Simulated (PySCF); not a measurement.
One molecule, one basis, several functionals.

Compound: C3H6BFO2.
Numbering: `[F:1][C@@H:2]1[CH2:3][CH2:4][O:5][BH:6][O:7]1` (hydrogens: H8 on C2; H9, H10 on C3; H11, H12 on C4; H13 on B6)

PySCF, def2-SVPD basis, density fitting, gas phase, PBE0-D3(BJ)/def2-SVP geometry; singlet excitations by full TDDFT with frozen cores, triplets by Tamm–Dancoff TDDFT and ionisation energies by ΔSCF, from the lowest of the holes tried. One functional is left out:

| functional | exact exchange (%) | HOMO energy (eV) | LUMO energy (eV) | lowest singlet excitation (eV) | lowest triplet excitation (eV) | mean polarisability (au) | vertical ionisation energy (eV) |
| --- | --- | --- | --- | --- | --- | --- | --- |
| LDA | 0 | -7.43 | -0.76 | 6.78 | 6.54 | 57.6 | 10.53 |
| PBE | 0 | -7.30 | -0.52 | 6.86 | 6.58 | 57.1 | 10.38 |
| PBE0 | 25 | -8.87 | 0.35 | 7.79 | 7.26 | 54.3 | 10.97 |
| BHandHLYP | 50 | -10.41 | 0.81 | 8.62 | 7.91 | 52.3 | 12.34 |

Problem. Predict the row of B3LYP (20 % exact exchange) by straight lines through the other rows, and check it.

Solution. 
```tsv
property	line	computed	computed − line	PBE0 (25 %), for comparison
HOMO energy (eV)	-8.58	-8.65	-0.07	-8.87
LUMO energy (eV)	0.01	0.07	+0.06	0.35
lowest singlet excitation (eV)	7.56	7.62	+0.06	7.79
lowest triplet excitation (eV)	7.11	7.16	+0.05	7.26
mean polarisability (au)	55.2	54.8	-0.4	54.3
vertical ionisation energy (eV)	11.10	10.95	-0.15	10.97
```
